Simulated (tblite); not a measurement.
Parent: `[CH2:1]=[CH:2][C@@H:3]1[CH:4]=[CH:5][C@H:6]1[F:7]` with C1–C2–C3–C4 -133°, C6H7F.

Computed geometry: GFN2-xTB, gas phase. One conformer each, not checked by frequencies here.

```
coordinate of the parent    value
                   C1=C2  1.320 Å
                   C2–C3  1.489 Å
                   C3–C4  1.515 Å
                   C4=C5  1.329 Å
                   C5–C6  1.505 Å
                   C6–F7  1.372 Å
                   C3–C6  1.563 Å
                C1–C2–C3   124.3°
                C2–C3–C4   116.5°
                C2–C3–C6   116.5°
                C4–C3–C6    84.6°
                C3–C4–C5    95.1°
                C4–C5–C6    93.7°
                C5–C6–F7   116.2°
                C3–C6–C5    86.5°
                C3–C6–F7   114.7°
```

**Question.** How does the shared frame change in `[CH2:1]=[CH:2][C@@H:3]1[CH:4]=[C:5]([F:6])[C@H:7]1[F:8]` with C1–C2–C3–C4 -134°, C6H6F2? Atoms pair as C1 = C1, C2 = C2, C3 = C3, C4 = C4, C5 = C5, C6 = C7, F7 = F8 (parent first).

**Answer.** 
```tsv
parent	relative	value in the relative	change
C1=C2	C1=C2	1.320 Å	0.000
C2–C3	C2–C3	1.490 Å	+0.001
C3–C4	C3–C4	1.521 Å	+0.006
C4=C5	C4=C5	1.326 Å	-0.003
C5–C6	C5–C7	1.502 Å	-0.003
C6–F7	C7–F8	1.368 Å	-0.004
C3–C6	C3–C7	1.566 Å	+0.003
C1–C2–C3	C1–C2–C3	124.0°	-0.3
C2–C3–C4	C2–C3–C4	116.2°	-0.3
C2–C3–C6	C2–C3–C7	115.9°	-0.6
C4–C3–C6	C4–C3–C7	85.9°	+1.3
C3–C4–C5	C3–C4–C5	93.2°	-1.9
C4–C5–C6	C4–C5–C7	95.9°	+2.2
C5–C6–F7	C5–C7–F8	116.6°	+0.4
C3–C6–C5	C3–C7–C5	85.0°	-1.5
C3–C6–F7	C3–C7–F8	114.5°	-0.2
```

Of the parent's bonds, C3–C4 changes most (+0.006 Å). Bonds of the relative outside the shared frame: C5–F6 1.331 Å. Point group C1 → C1.

**Question.** How does the shared frame change in `[CH2:1]=[CH:2][C@@H:3]1[CH:4]=[C:5]([O:6][CH3:7])[C@@H:8]1[F:9]` with C1–C2–C3–C4 -132°, C4–C5–O6–C7 -177°, C7H9FO? Atoms pair as C1 = C1, C2 = C2, C3 = C3, C4 = C4, C5 = C5, C6 = C8, F7 = F9 (parent first).

**Answer.** 
```json
{"parent": "C1=C2", "relative": "C1=C2", "value in the relative": "1.320 Å", "change": "0.000"}
{"parent": "C2–C3", "relative": "C2–C3", "value in the relative": "1.490 Å", "change": "+0.001"}
{"parent": "C3–C4", "relative": "C3–C4", "value in the relative": "1.517 Å", "change": "+0.002"}
{"parent": "C4=C5", "relative": "C4=C5", "value in the relative": "1.336 Å", "change": "+0.007"}
{"parent": "C5–C6", "relative": "C5–C8", "value in the relative": "1.510 Å", "change": "+0.005"}
{"parent": "C6–F7", "relative": "C8–F9", "value in the relative": "1.375 Å", "change": "+0.003"}
{"parent": "C3–C6", "relative": "C3–C8", "value in the relative": "1.563 Å", "change": "0.000"}
{"parent": "C1–C2–C3", "relative": "C1–C2–C3", "value in the relative": "124.0°", "change": "-0.3"}
{"parent": "C2–C3–C4", "relative": "C2–C3–C4", "value in the relative": "115.2°", "change": "-1.3"}
{"parent": "C2–C3–C6", "relative": "C2–C3–C8", "value in the relative": "114.7°", "change": "-1.8"}
{"parent": "C4–C3–C6", "relative": "C4–C3–C8", "value in the relative": "85.3°", "change": "+0.7"}
{"parent": "C3–C4–C5", "relative": "C3–C4–C5", "value in the relative": "94.4°", "change": "-0.7"}
{"parent": "C4–C5–C6", "relative": "C4–C5–C8", "value in the relative": "94.1°", "change": "+0.4"}
{"parent": "C5–C6–F7", "relative": "C5–C8–F9", "value in the relative": "116.8°", "change": "+0.6"}
{"parent": "C3–C6–C5", "relative": "C3–C8–C5", "value in the relative": "86.0°", "change": "-0.5"}
{"parent": "C3–C6–F7", "relative": "C3–C8–F9", "value in the relative": "116.0°", "change": "+1.3"}
```

Of the parent's bonds, C4–C5 changes most (+0.007 Å). Bonds of the relative outside the shared frame: C5–O6 1.342, O6–C7 1.415 Å. Point group C1 → C1.

**Question.** How does the shared frame change in `[CH2:1]=[CH:2][C@@H:3]1[CH:4]=[C:5]([CH2:6][SiH3:7])[C@@H:8]1[F:9]` with C1–C2–C3–C4 -130°, C4–C5–C6–Si7 -102°, C7H11FSi? Atoms pair as C1 = C1, C2 = C2, C3 = C3, C4 = C4, C5 = C5, C6 = C8, F7 = F9 (parent first).

**Answer.** 
```json
{"parent": "C1=C2", "relative": "C1=C2", "value in the relative": "1.320 Å", "change": "0.000"}
{"parent": "C2–C3", "relative": "C2–C3", "value in the relative": "1.489 Å", "change": "0.000"}
{"parent": "C3–C4", "relative": "C3–C4", "value in the relative": "1.515 Å", "change": "0.000"}
{"parent": "C4=C5", "relative": "C4=C5", "value in the relative": "1.335 Å", "change": "+0.006"}
{"parent": "C5–C6", "relative": "C5–C8", "value in the relative": "1.509 Å", "change": "+0.004"}
{"parent": "C6–F7", "relative": "C8–F9", "value in the relative": "1.375 Å", "change": "+0.003"}
{"parent": "C3–C6", "relative": "C3–C8", "value in the relative": "1.563 Å", "change": "0.000"}
{"parent": "C1–C2–C3", "relative": "C1–C2–C3", "value in the relative": "124.1°", "change": "-0.2"}
{"parent": "C2–C3–C4", "relative": "C2–C3–C4", "value in the relative": "114.9°", "change": "-1.6"}
{"parent": "C2–C3–C6", "relative": "C2–C3–C8", "value in the relative": "114.9°", "change": "-1.6"}
{"parent": "C4–C3–C6", "relative": "C4–C3–C8", "value in the relative": "84.6°", "change": "0.0"}
{"parent": "C3–C4–C5", "relative": "C3–C4–C5", "value in the relative": "95.3°", "change": "+0.2"}
{"parent": "C4–C5–C6", "relative": "C4–C5–C8", "value in the relative": "93.3°", "change": "-0.4"}
{"parent": "C5–C6–F7", "relative": "C5–C8–F9", "value in the relative": "116.3°", "change": "+0.1"}
{"parent": "C3–C6–C5", "relative": "C3–C8–C5", "value in the relative": "86.8°", "change": "+0.3"}
{"parent": "C3–C6–F7", "relative": "C3–C8–F9", "value in the relative": "115.7°", "change": "+1.0"}
```

Of the parent's bonds, C4–C5 changes most (+0.006 Å). Bonds of the relative outside the shared frame: C5–C6 1.470, C6–Si7 1.920 Å. Point group C1 → C1.

**Question.** How does the shared frame change in `[CH2:1]=[CH:2][C@@H:3]1[CH:4]=[C:5]([N:6]([SiH3:7])[SiH3:8])[C@@H:9]1[F:10]` with C1–C2–C3–C4 4°, C6H12FNSi2? Atoms pair as C1 = C1, C2 = C2, C3 = C3, C4 = C4, C5 = C5, C6 = C9, F7 = F10 (parent first).

**Answer.** 
```
  parent   relative  value in the relative  change
   C1=C2      C1=C2                1.320 Å   0.000
   C2–C3      C2–C3                1.495 Å  +0.006
   C3–C4      C3–C4                1.512 Å  -0.003
   C4=C5      C4=C5                1.340 Å  +0.011
   C5–C6      C5–C9                1.505 Å   0.000
   C6–F7     C9–F10                1.375 Å  +0.003
   C3–C6      C3–C9                1.564 Å  +0.001
C1–C2–C3   C1–C2–C3                 124.3°     0.0
C2–C3–C4   C2–C3–C4                 117.7°    +1.2
C2–C3–C6   C2–C3–C9                 114.2°    -2.3
C4–C3–C6   C4–C3–C9                  85.0°    +0.4
C3–C4–C5   C3–C4–C5                  94.8°    -0.3
C4–C5–C6   C4–C5–C9                  93.7°     0.0
C5–C6–F7  C5–C9–F10                 116.4°    +0.2
C3–C6–C5   C3–C9–C5                  86.4°    -0.1
C3–C6–F7  C3–C9–F10                 116.0°    +1.3
```

Of the parent's bonds, C4–C5 changes most (+0.011 Å). Bonds of the relative outside the shared frame: C5–N6 1.367, N6–Si7 1.753, N6–Si8 1.756 Å. Point group C1 → C1.
